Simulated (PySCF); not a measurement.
# Spin-rotation constants: `InChI=1S/C6H7ClO2/c1-3-5(4-9-2)6(7)8/h3-4H,1H2,2H3/b5-4+`

Geometry (Å), atoms numbered from 1 in this order:
```xyz
16

C    -2.4951    0.3103   -1.1452
C    -1.3935   -0.1320   -0.5537
C    -0.3142    0.6639    0.0349
C     0.7417    0.0271    0.6092
O     0.8312   -1.2992    0.6595
C     1.9858   -1.8338    1.2758
C    -0.3851    2.1089   -0.0074
O    -1.2154    2.8125   -0.4835
Cl    1.0051    2.9442    0.7884
H    -2.7154    1.3560   -1.2585
H    -3.2182   -0.3822   -1.5414
H    -1.2202   -1.1963   -0.4660
H     1.5558    0.5918    1.0497
H     1.8741   -2.9158    1.2452
H     2.8900   -1.5429    0.7343
H     2.0660   -1.5035    2.3148
```

Theory: GIAO PBE0/pcSseg-1 magnetisability, rotational g tensor and spin-rotation constants, non-relativistic, gas phase (PySCF). Geometry: GFN2-xTB.

Question: Give the nuclear spin-rotation constants along the inertial axes (H = +C I·J) beside the isotropic shieldings.

Answer: Rotational constants 1.5918, 1.0623, 0.6398 GHz. A star marks the isotopologue with that one atom substituted, in its own axes.
```
atom  isotope  Caa (kHz)  Cbb (kHz)  Ccc (kHz)  mean (kHz)  σ (ppm)
 Cl9     35Cl      0.868      0.105      0.262       0.412    555.2
 H10       1H      0.138     -0.084     -0.068      -0.005     25.0
 H11       1H     -0.146      0.093     -0.073      -0.042     26.0
 H12       1H      0.128     -0.075     -0.071      -0.006     25.0
 H13       1H     -0.128      0.108     -0.075      -0.031     23.7
 H14       1H      0.032     -0.075     -0.068      -0.037     27.4
 H15       1H     -0.158     -0.068      0.002      -0.075     27.7
 H16       1H     -0.157     -0.058     -0.005      -0.074     27.7
  C1     13C*      0.594      0.445      0.076       0.371     61.5
  C2     13C*      0.657      0.430      0.077       0.388     56.2
  C3     13C*      0.632      0.359      0.096       0.362     68.7
  C4     13C*      0.730      0.481      0.151       0.454      9.7
  O5     17O*     -0.373     -0.224     -0.033      -0.210    193.7
  C6     13C*      0.279      0.204      0.157       0.213    125.0
  C7     13C*      0.482      0.538      0.190       0.403     18.0
  O8     17O*     -1.243     -0.650     -0.080      -0.657   -220.2
```
For the geometry as given, no vibrational averaging.
